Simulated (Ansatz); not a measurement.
H$_{3}$NS$_{2}$Sn (`[NH2][SnH]1[S][S]1`) at its PBE0-D4/def2-TZVP geometry, where that method's forces vanish. The species carries charge 0 and has multiplicity 1. Sn takes the def2 core potential.

```xyz
7

N    -1.3748    0.2163    0.4837
Sn    0.5841    0.2989    0.0760
S     1.7481   -1.7355    0.3322
S     1.4971   -0.9895   -1.6989
H    -1.8955    1.0335    0.1921
H    -1.8190   -0.6085    0.1001
H     1.2599    1.7847    0.5149
```

Q: What forces (eV/Å) does r2SCAN-D4/def2-TZVPP give on these atoms in Ansatz? (Best estimate.)

A: Ansatz gave: 
```
N1  -0.103 -0.017  0.126
Sn2  0.055  0.151 -0.004
S3   0.057 -0.147  0.199
S4   0.027 -0.003 -0.269
H5  -0.018  0.010 -0.034
H6  -0.018 -0.007 -0.036
H7  -0.001  0.012  0.018
```
